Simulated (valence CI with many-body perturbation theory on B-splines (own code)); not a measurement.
**E1 transitions of Sm LVI**

Calculated by configuration interaction combined with many-body perturbation theory (CI+MBPT): five valence electrons over a frozen Dirac-Fock core [He], a basis of 11 s, 11 p, 10 d, 8 f, 5 g, 2 h functions for each j, with the one-electron correlation potential Σ1 (screened to all orders), the two-electron term Σ2, the three-electron term Σ3, Breit, model QED; selected single and double excitations, second order for the rest, scaled by the run's own slope (own B-spline code, finite nucleus).

The last digits are not significant, and no measured levels were compared; by estimate large intervals hold to a few tenths of a per cent, small ones and those within an open d or f shell to about a per cent. Among the levels kept, up to 7200 cm⁻¹ of a level comes from second order outside the variational space, and about a tenth of that is noise between levels of different J, which matters for small intervals.

Lines 1 to 50 of 600 in falling wavelength, among levels below 8297.8 eV, chosen from the strongest by gf and those to the six lowest levels. Wavelengths and rates use the calculated energies. Electric multipoles are in the length gauge, E1 and E2 with the static RPA response of the core. Weak lines are less certain than strong ones. Lines between different terms over intervals too small for the method are left out, as are lines whose strength nearly cancels. The highest levels of a list are the least certain.

Levels are named by their leading jj configuration (3d3/2^4 stands for four electrons in 3d with j = 3/2), which in mixed levels can hold well under half, so a name can repeat and another be missing. Letters in brackets count levels of one name in rising energy.

```
λ vac (Å)                               Upper                               Lower   A (s⁻¹)  S (a.u.)
    186.9      (2s 2p1/2 2p3/2^2 3p1/2) J=7/2     (2s 2p1/2 2p3/2^2 3s) J=5/2 [b]  2.03e+09  5.24e-02
    155.0      (2s^2 2p1/2 2p3/2 3p1/2) J=5/2         (2s^2 2p1/2 2p3/2 3s) J=5/2  3.50e+09  3.87e-02
    149.5  (2s 2p1/2 2p3/2^2 3p1/2) J=3/2 [a]     (2s 2p1/2 2p3/2^2 3s) J=5/2 [a]  6.69e+09  4.42e-02
    140.5      (2s 2p1/2 2p3/2^2 3p1/2) J=7/2         (2s 2p1/2 2p3/2^2 3s) J=7/2  4.40e+09  4.81e-02
    139.6          (2s^2 2p3/2^2 3p1/2) J=5/2             (2s^2 2p3/2^2 3s) J=3/2  5.34e+09  4.30e-02
    134.4  (2s 2p1/2^2 2p3/2 3p1/2) J=3/2 [a]         (2s 2p1/2^2 2p3/2 3s) J=5/2  8.06e+09  3.86e-02
    133.3      (2s 2p1/2^2 2p3/2 3p1/2) J=5/2         (2s 2p1/2^2 2p3/2 3s) J=5/2  5.68e+09  3.98e-02
    132.0  (2s 2p1/2 2p3/2^2 3p1/2) J=5/2 [a]     (2s 2p1/2 2p3/2^2 3s) J=5/2 [a]  5.74e+09  3.91e-02
    131.9          (2s^2 2p3/2^2 3p1/2) J=3/2             (2s^2 2p3/2^2 3s) J=5/2  9.61e+09  4.35e-02
    127.7          (2s^2 2p3/2^2 3p1/2) J=5/2             (2s^2 2p3/2^2 3s) J=5/2  6.35e+09  3.91e-02
    118.0  (2s 2p1/2 2p3/2^2 3p1/2) J=3/2 [d]     (2s 2p1/2 2p3/2^2 3s) J=5/2 [c]  9.28e+09  3.01e-02
    112.1  (2s^2 2p1/2 2p3/2 3p1/2) J=3/2 [b]         (2s^2 2p1/2 2p3/2 3s) J=5/2  1.31e+10  3.64e-02
    107.0  (2s 2p1/2 2p3/2^2 3p1/2) J=5/2 [b]         (2s 2p1/2 2p3/2^2 3s) J=7/2  1.53e+10  5.54e-02
    100.7  (2s 2p1/2 2p3/2^2 3d5/2) J=5/2 [f]  (2s 2p1/2 2p3/2^2 3p3/2) J=3/2 [f]  1.38e+10  4.19e-02
    99.77  (2s 2p1/2^2 2p3/2 3d5/2) J=5/2 [a]  (2s 2p1/2^2 2p3/2 3p3/2) J=5/2 [a]  9.20e+09  2.71e-02
    99.27  (2s 2p1/2 2p3/2^2 3d5/2) J=7/2 [b]  (2s 2p1/2 2p3/2^2 3p3/2) J=5/2 [b]  7.91e+09  3.05e-02
    99.19  (2s 2p1/2 2p3/2^2 3d5/2) J=9/2 [a]  (2s 2p1/2 2p3/2^2 3p3/2) J=7/2 [a]  1.39e+10  6.68e-02
    99.15  (2s 2p1/2 2p3/2^2 3d5/2) J=7/2 [e]  (2s 2p1/2 2p3/2^2 3p3/2) J=5/2 [f]  1.63e+10  6.27e-02
    98.94  (2s^2 2p1/2 2p3/2 3d5/2) J=7/2 [a]  (2s^2 2p1/2 2p3/2 3p3/2) J=5/2 [a]  1.86e+10  7.12e-02
    98.13      (2s^2 2p3/2^2 3d5/2) J=5/2 [b]      (2s^2 2p3/2^2 3p3/2) J=3/2 [b]  1.83e+10  5.12e-02
    98.09      (2s 2p1/2^2 2p3/2 3d5/2) J=9/2      (2s 2p1/2^2 2p3/2 3p3/2) J=7/2  2.77e+10  1.29e-01
    97.59          (2s^2 2p3/2^2 3d5/2) J=9/2          (2s^2 2p3/2^2 3p3/2) J=7/2  2.12e+10  9.72e-02
    97.29     (2s 2p1/2 2p3/2^2 3d5/2) J=11/2      (2s 2p1/2 2p3/2^2 3p3/2) J=9/2  2.81e+10  1.53e-01
    96.43  (2s 2p1/2^2 2p3/2 3d5/2) J=3/2 [b]  (2s 2p1/2^2 2p3/2 3p3/2) J=1/2 [b]  1.97e+10  3.48e-02
    96.10  (2s 2p1/2 2p3/2^2 3d5/2) J=5/2 [a]  (2s 2p1/2 2p3/2^2 3p3/2) J=3/2 [a]  1.40e+10  3.68e-02
    96.03          (2s^2 2p3/2^2 3d5/2) J=7/2          (2s^2 2p3/2^2 3p3/2) J=5/2  1.69e+10  5.90e-02
    95.95  (2s 2p1/2 2p3/2^2 3d5/2) J=9/2 [b]  (2s 2p1/2 2p3/2^2 3p3/2) J=7/2 [b]  2.26e+10  9.85e-02
    95.07  (2s 2p1/2 2p3/2^2 3d5/2) J=7/2 [a]  (2s 2p1/2 2p3/2^2 3p3/2) J=5/2 [a]  2.20e+10  7.48e-02
    95.01      (2s 2p1/2 2p3/2^2 3d3/2) J=9/2  (2s 2p1/2 2p3/2^2 3p3/2) J=7/2 [a]  1.34e+10  5.69e-02
    94.92  (2s 2p1/2 2p3/2^2 3d5/2) J=9/2 [b]      (2s 2p1/2 2p3/2^2 3p3/2) J=9/2  5.71e+09  2.41e-02
    94.64  (2s^2 2p1/2 2p3/2 3d5/2) J=7/2 [b]  (2s^2 2p1/2 2p3/2 3p3/2) J=5/2 [b]  2.25e+10  7.51e-02
    94.50  (2s 2p1/2^2 2p3/2 3d5/2) J=5/2 [b]  (2s 2p1/2^2 2p3/2 3p3/2) J=3/2 [b]  2.53e+10  6.33e-02
    94.01  (2s 2p1/2 2p3/2^2 3d5/2) J=7/2 [d]  (2s 2p1/2 2p3/2^2 3p3/2) J=5/2 [d]  1.89e+10  6.21e-02
    93.94  (2s 2p1/2^2 2p3/2 3d5/2) J=7/2 [a]  (2s 2p1/2^2 2p3/2 3p3/2) J=5/2 [a]  2.58e+10  8.44e-02
    93.81  (2s 2p1/2^2 2p3/2 3d5/2) J=7/2 [b]  (2s 2p1/2^2 2p3/2 3p3/2) J=5/2 [b]  3.06e+10  9.96e-02
    93.57      (2s^2 2p1/2 2p3/2 3d5/2) J=9/2      (2s^2 2p1/2 2p3/2 3p3/2) J=7/2  2.95e+10  1.19e-01
    93.41  (2s 2p1/2 2p3/2^2 3d5/2) J=5/2 [d]  (2s 2p1/2 2p3/2^2 3p3/2) J=3/2 [d]  1.81e+10  4.38e-02
    92.98  (2s 2p1/2 2p3/2^2 3d5/2) J=7/2 [e]  (2s 2p1/2 2p3/2^2 3p3/2) J=5/2 [e]  8.95e+09  2.84e-02
    92.98  (2s 2p1/2 2p3/2^2 3d5/2) J=5/2 [e]  (2s 2p1/2 2p3/2^2 3p3/2) J=3/2 [e]  1.63e+10  3.87e-02
    92.95  (2s 2p1/2 2p3/2^2 3d5/2) J=9/2 [c]  (2s 2p1/2 2p3/2^2 3p3/2) J=7/2 [c]  3.11e+10  1.23e-01
    92.52          (2s^2 2p1/2^2 3d5/2) J=5/2          (2s^2 2p1/2^2 3p3/2) J=3/2  3.08e+10  7.22e-02
    91.77  (2s 2p1/2 2p3/2^2 3d5/2) J=5/2 [c]  (2s 2p1/2 2p3/2^2 3p3/2) J=3/2 [c]  2.44e+10  5.59e-02
    91.46  (2s^2 2p1/2 2p3/2 3d5/2) J=5/2 [b]  (2s^2 2p1/2 2p3/2 3p3/2) J=3/2 [b]  1.24e+10  2.80e-02
    89.32  (2s 2p1/2^2 2p3/2 3d5/2) J=5/2 [a]  (2s 2p1/2^2 2p3/2 3p3/2) J=3/2 [a]  2.13e+10  4.49e-02
    88.92  (2s^2 2p1/2 2p3/2 3d5/2) J=5/2 [a]  (2s^2 2p1/2 2p3/2 3p3/2) J=3/2 [a]  2.28e+10  4.74e-02
    85.11  (2s 2p1/2 2p3/2^2 3d5/2) J=7/2 [c]  (2s 2p1/2 2p3/2^2 3p3/2) J=5/2 [c]  2.29e+10  5.58e-02
    84.94  (2s^2 2p1/2 2p3/2 3d5/2) J=3/2 [a]  (2s^2 2p1/2 2p3/2 3p3/2) J=1/2 [a]  2.03e+10  2.46e-02
    83.11  (2s 2p1/2 2p3/2^2 3d5/2) J=3/2 [d]  (2s 2p1/2 2p3/2^2 3p3/2) J=1/2 [c]  2.49e+10  2.82e-02
    82.64  (2s 2p1/2 2p3/2^2 3d5/2) J=7/2 [b]  (2s 2p1/2 2p3/2^2 3p3/2) J=7/2 [b]  9.47e+09  2.11e-02
    82.60  (2s 2p1/2 2p3/2^2 3d5/2) J=3/2 [c]  (2s 2p1/2 2p3/2^2 3p3/2) J=1/2 [b]  2.16e+10  2.40e-02
```
